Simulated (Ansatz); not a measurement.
Basis sets compared for the cluster Zn2Br3. The state is a doublet with charge 0. Geometry PBE-D4/def2-SVP. Ansatz on 4 threads of Arm Neoverse V1 on a shared host; times are rough, and most runs start from earlier orbitals.

```csv
atom,x (Å),y (Å),z (Å)
Zn1,-0.6125,0.7557,-0.3426
Zn2,0.9392,-1.1594,0.5265
Br3,0.8726,0.0184,-2.0444
Br4,-1.8922,-1.1140,0.3664
Br5,0.6930,1.4993,1.4940
```

Another isomer (doublet) lies 0.66 eV lower at PBE0-D4/def2-TZVP; other spin states weren't run for this one.

Binding counts from free atoms (Zn singlet, Br doublet) in the same basis, without a counterpoise term.

```tsv
level	functions	energy (Eh)	HOMO (eV)	LUMO (eV)	binding per atom (eV)	wall time
PBE-D4/def2-SVP	158	-11278.2599	-5.09	-4.23	1.80	4.2 s
PBE0-D4/def2-SVP	158	-11278.5875	-6.02	-3.38	1.79	9 s
```

(1) Estimate the rows for PBE-D4/def2-TZVP (with forces), PBE0-D4/def2-TZVP.

Answers

(1) 
```csv
level,functions,energy (Eh),HOMO (eV),LUMO (eV),binding per atom (eV),wall time
PBE-D4/def2-TZVP (with forces),240,-11279.7248,-5.42,-4.56,1.65,9.5 s
PBE0-D4/def2-TZVP,240,-11280.0323,-6.28,-3.62,1.68,20 s
```
